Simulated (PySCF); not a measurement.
C$_{3}$H$_{9}$B, charge +1, doublet, at a GFN2-xTB geometry of the parent state (a state made from the parent by changing its charge; the spin is typed, not shown lowest); PySCF with HF/STO-3G.

Here is a job for PySCF.
```python
from pyscf import gto, scf

mol = gto.M(
    atom='''
B     0.05650358    0.39417268    0.34215853
C     1.41954857   -0.13518450   -0.48372115
H     1.23896787   -1.03247355   -1.07187377
H     2.08937162   -0.36474791    0.33933365
H     1.85126810    0.63004949   -1.11693327
C    -0.56583753   -0.64972355    1.37286759
H    -0.79811715   -1.61888125    0.91410609
H    -1.49285218   -0.28887489    1.82201511
H     0.10206547   -0.85538698    2.21126460
C    -0.85670585    0.67333727   -1.03925510
H    -1.79304235    1.01427906   -0.60819344
H    -1.02816575   -0.22719148   -1.62518173
H    -0.43404466    1.44178876   -1.67467795
''',
    basis='sto-3g',
    charge=1,
    spin=1,
    verbose=3,
)

mf = scf.UHF(mol)
mf.kernel()
mf.analyze()
```

It wrote (shortened):

```
converged SCF energy = -141.495499209583  <S^2> = 0.76982937  2S+1 = 2.019732
**** MO energy ****
                             alpha | beta                alpha | beta
MO #1   energy= -11.3124611626834  | -11.3020857383938  occ= 1 | 1
MO #2   energy= -11.3123734153845  | -11.3020743485891  occ= 1 | 1
MO #3   energy= -11.2289291827835  | -11.2303260686143  occ= 1 | 1
MO #4   energy= -7.75908443047079  | -7.75774529438074  occ= 1 | 1
MO #5   energy= -1.22990554544372  | -1.18245276425928  occ= 1 | 1
MO #6   energy= -1.15434954808434  | -1.10715417491647  occ= 1 | 1
MO #7   energy= -1.11149228658773  | -1.09949350876542  occ= 1 | 1
MO #8   energy= -0.851368445381094 | -0.809243091968152 occ= 1 | 1
MO #9   energy= -0.815927434807409 | -0.796315475141899 occ= 1 | 1
MO #10  energy= -0.80456137004131  | -0.769661228033152 occ= 1 | 1
MO #11  energy= -0.79310287021518  | -0.752949607902955 occ= 1 | 1
MO #12  energy= -0.761028543338811 | -0.751897043328276 occ= 1 | 1
MO #13  energy= -0.719778428271902 | -0.71924252873269  occ= 1 | 1
MO #14  energy= -0.716938737267224 | -0.700776044917334 occ= 1 | 1
MO #15  energy= -0.66637263936234  | -0.645081337788773 occ= 1 | 1
MO #16  energy= -0.641229221307341 | -0.228321837636573 occ= 1 | 0
MO #17  energy= -0.0917792136377283 | -0.0821845274377161 occ= 0 | 0
MO #18  energy= 0.233865425977758  | 0.32645763220315   occ= 0 | 0
MO #19  energy= 0.377898299174734  | 0.406706530603979  occ= 0 | 0
MO #20  energy= 0.397867515591414  | 0.424222462596477  occ= 0 | 0
MO #21  energy= 0.44089887937322   | 0.460463583281213  occ= 0 | 0
MO #22  energy= 0.47219457016648   | 0.482927155968252  occ= 0 | 0
MO #23  energy= 0.472226244953685  | 0.489539486502246  occ= 0 | 0
MO #24  energy= 0.490948941616503  | 0.516588718991693  occ= 0 | 0

To work with the spin densities directly, `use mulliken_meta_spin()` only printing them here.

 ** Mulliken spin pop alpha/beta on meta-lowdin orthogonal AOs **
 ** Mulliken Spin Density (per atom)  **
spin density of  0 B =      0.22791
spin density of  1 C =      0.39194
spin density of  2 H =     -0.02150
spin density of  3 H =      0.04104
spin density of  4 H =     -0.02309
spin density of  5 C =     -0.03786
spin density of  6 H =     -0.00029
spin density of  7 H =      0.01673
spin density of  8 H =      0.01673
spin density of  9 C =      0.39194
spin density of  10 H =      0.04104
spin density of  11 H =     -0.02150
spin density of  12 H =     -0.02309
 ** Mulliken pop alpha/beta on meta-lowdin orthogonal AOs **
 ** Mulliken atomic charges   ( Nelec_alpha | Nelec_beta ) **
charge of  0B =      0.43236  (     2.39777      2.16986 )
charge of  1C =     -0.07240  (     3.23217      2.84023 )
charge of  2H =      0.11051  (     0.43400      0.45549 )
charge of  3H =      0.11750  (     0.46177      0.42073 )
charge of  4H =      0.09314  (     0.44188      0.46497 )
charge of  5C =     -0.18268  (     3.07241      3.11027 )
charge of  6H =      0.09463  (     0.45254      0.45283 )
charge of  7H =      0.07909  (     0.46882      0.45209 )
charge of  8H =      0.07909  (     0.46882      0.45209 )
charge of  9C =     -0.07240  (     3.23217      2.84023 )
charge of  10H =      0.11750  (     0.46177      0.42073 )
charge of  11H =      0.11051  (     0.43400      0.45549 )
charge of  12H =      0.09314  (     0.44188      0.46497 )

WARN: System has nonzero charge 1; the dipole moment is origin-dependent.
Location of origin: [0. 0. 0.]

Dipole moment(X, Y, Z, Debye):  0.59312,  1.40232, -0.38932
```
